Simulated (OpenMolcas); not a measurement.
Au3+ with 6 ligands (water) in octahedral coordination (Th) at 2.21 Å. Ligand basis ANO-RCC-VDZP.
```
Au    0.0000    0.0000    0.0000
O     2.2100    0.0000    0.0000
H     2.7870    0.7797    0.0000
H     2.7870   -0.7797    0.0000
O     0.0000    2.2100    0.0000
H     0.0000    2.7870    0.7797
H     0.0000    2.7870   -0.7797
O    -2.2100    0.0000    0.0000
H    -2.7870    0.7797    0.0000
H    -2.7870   -0.7797    0.0000
O     0.0000   -2.2100    0.0000
H     0.0000   -2.7870    0.7797
H     0.0000   -2.7870   -0.7797
O     0.0000    0.0000    2.2100
H     0.7797    0.0000    2.7870
H    -0.7797    0.0000    2.7870
O     0.0000    0.0000   -2.2100
H     0.7797    0.0000   -2.7870
H    -0.7797    0.0000   -2.7870
```

```
Program             : OpenMolcas 26.06
Method              : CASSCF
Basis               : ANO-RCC-VDZP [7s6p4d2f]
Scalar Hamiltonian  : DKH2, point nucleus
Active space        : 8 electrons in 5 orbitals (5d)
State averaging     : 2S+1 = 3 even, 10 roots; 2S+1 = 1 even, 15 roots
Spin-orbit coupling : RASSI with atomic mean-field integrals over the reference wave functions
```

What is the spin-free ground state (labels of O, taken over from Oh, the nearest higher group)?

3A2, 1-fold in its orbital part; it has the highest spin that d8 allows.

Where is the first state of the same spin?

3T2 at 17500 cm-1 above the ground state.

What are the lowest two levels with spin-orbit coupling?

A 3-fold level T2, then a 2-fold level E 9551 cm-1 above it. Their leading multiplicities are 3 (98 %) and 1 (68 %).

What is χT at 300 K, and how does it compare with the textbook value?

The lowest level has 2S+1 = 3, for which the spin-only value is χT = S(S+1) / 2 = 1.000 cm3 K/mol (g = 2). The computed 1.658 at 300 K differs by +0.658, through orbital momentum, spin-orbit coupling and any other state in reach.

Which ligand-field parameters describe the states?

A least-squares ligand-field fit to the states below 45000 cm-1, each weighted by its degeneracy and with a free common offset, gives 10Dq = 17323 cm-1, B = 808 cm-1 and C = 2638 cm-1 (C/B = 3.26), with an rms deviation of 105 cm-1. The same method and metal basis give the free ion B = 927 cm-1 (fit to its terms below 60000 cm-1, rms deviation 6 cm-1), so the nephelauxetic ratio is β = 808 / 927 = 0.87; it hangs on how both fits weigh the states, and computed free-ion B values tend to be too large, so β mixes covalency with correlation.

Without dynamic correlation the repulsion within the d shell is too large (B by tens of per cent), so at a given field states of lower spin stand too high. Real 4d8 and 5d8 ions are as a rule square planar and diamagnetic. The least metal-like active orbital is 78 % on the metal (Löwdin) and no ligand orbital is active, so the numbers are rough. With metal d orbitals alone the field can be off either way by tens of per cent. Ligand-to-metal charge-transfer states are missing. With no ligand orbital active B as a rule stays too high, so bands that hang on it stand too high and its fall with covalency is understated. No measured value stands beside these numbers; the geometry was imposed, not optimised, and the real ion may take another.
